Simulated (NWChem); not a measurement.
## Total energies of Te (-1)

SMILES: [Te-]
```xyz
1

Te     0.0000     0.0000     0.0000
```
Charge -1, spin multiplicity 2.

Program: NWChem.

Basis set: def2-SVPD (35 functions).

| method | total energy (Ha) |
|---|---|
| UHF | -267.03752 |
| UMP2 | -267.14301 |
| UB2PLYP | -267.77415 |
| UPBE | -268.04142 |
| UB3LYP | -268.14496 |
| Ur2SCAN | -268.15541 |

Total energies of different functionals aren't comparable as a measure of quality: only differences taken within one method are. 

Effective core potentials replace the inner electrons of Te; spin-orbit coupling is left out. The correlated methods keep 4 core orbitals frozen. B3LYP has NWChem's definition, with VWN1-RPA local correlation. The stability of the SCF solutions was not checked. Open-shell Hartree-Fock references start from PBE0 orbitals.
